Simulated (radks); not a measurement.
The nuclear charge of the lutetium ion Lu+ is varied continuously with 70 electrons held in [Xe] 4f14 6s2. All-electron calculation, scalar-relativistic Kohn-Sham, LDA (Slater exchange, Perdew-Wang correlation), spin-polarised, spherical densities, point nucleus. Program: a radial shooting solver on a logarithmic mesh with Libxc functionals. By the Hellmann-Feynman theorem dE/dZ = E(electron-nucleus)/Z, the electronic potential at the nucleus. The scalar-relativistic energy here is not variational (the density holds large components alone), so the two differ by a part that grows with Z.

Z     E (hartree)  E(electron-nucleus)/Z (hartree)  HOMO  e(HOMO) (eV)  <r> HOMO (bohr)
70.6  -14351.7547                         -500.696    6s        -8.179            3.446
70.8  -14452.8198                         -502.838    6s        -9.699            3.335
71    -14554.3209                         -504.980    6s       -11.288            3.235
71.2  -14656.2581                         -507.122    6s       -12.941            3.145
71.4  -14758.6318                         -509.266    6s       -14.657            3.062
71.6  -14861.4420                         -511.411    6s       -16.432            2.985
71.8  -14964.6894                         -513.557    6s       -18.265            2.915
72    -15068.3741                         -515.705    6s       -20.155            2.849

The central difference of E at Z = 71 is -508.596 hartree, to compare with the third column; the second derivative is -10.9 hartree.
